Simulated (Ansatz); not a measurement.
`CB(N)Br` + NH₃ → `NB(N)Br` + CH₄ at 600 K and 1 bar (ligand exchange at a B–C bond).

Calculated with Ansatz (gas phase, PBE0-D4/def2-TZVP geometries, no zero-point term in ΔE). CCSD(T)/CBS is the MP2 limit (def2-TZVPP, def2-QZVPP) plus CCSD(T) − MP2 in def2-TZVPP, frozen cores. This one scheme is used for every species. For Br outer-core shells are correlated without core-valence functions, which leaves a few kJ/mol of doubt a bond. Scalar relativity is left out up to krypton. Each species was taken in one conformer, which may not be the lowest.

```csv
species,CCSD(T)/CBS energy (Eh),H − E (kJ/mol),S (J/(mol·K))
`CB(N)Br`,-2693.98242,231.4,391.7
NH₃,-56.50880,112.4,219.5
`NB(N)Br`,-2710.06092,202.9,379.5
CH₄,-40.46206,140.4,215.7
```

H − E and S are ideal-gas, rigid-rotor, harmonic terms from PBE0-D4/def2-TZVP, for one conformer and one mirror image of each species. 1 Eh = 2625.50 kJ/mol, R = 8.31446 J/(mol·K).

By hand: ΔE, ΔH, ΔS and ΔG.

ΔE = (-2710.06092) + (-40.46206) − (-2693.98242) − (-56.50880) = -0.03176 Eh = -83.4 kJ/mol. Δ(H − E) = 202.9 + 140.4 − 231.4 − 112.4 = -0.5, so ΔH = -83.9 kJ/mol. ΔS = 379.5 + 215.7 − 391.7 − 219.5 = -16.0 J/(mol·K). ΔG = -83.9 − 600 × (-16.0)/1000 = -74.3 kJ/mol.

By hand: the equilibrium constant, and the temperature at which ΔG would vanish if ΔH and ΔS stayed fixed.

log₁₀ K = −ΔG/(RT ln 10) = 6.5. ΔG = 0 at ΔH/ΔS = 5244 K, far beyond where these terms or the molecules hold.

ΔH outweighs TΔS. A doubt of 5 kJ/mol in ΔE shifts log₁₀ K by 0.4 here. Other conformers and mirror images would add mixing entropy, several J/(mol·K) or more a flexible species. These are equilibria of isolated gas molecules and say nothing of rates. Largest T1 diagnostic: 0.009 (customary marks: 0.02 for closed shells, 0.045 for open ones).
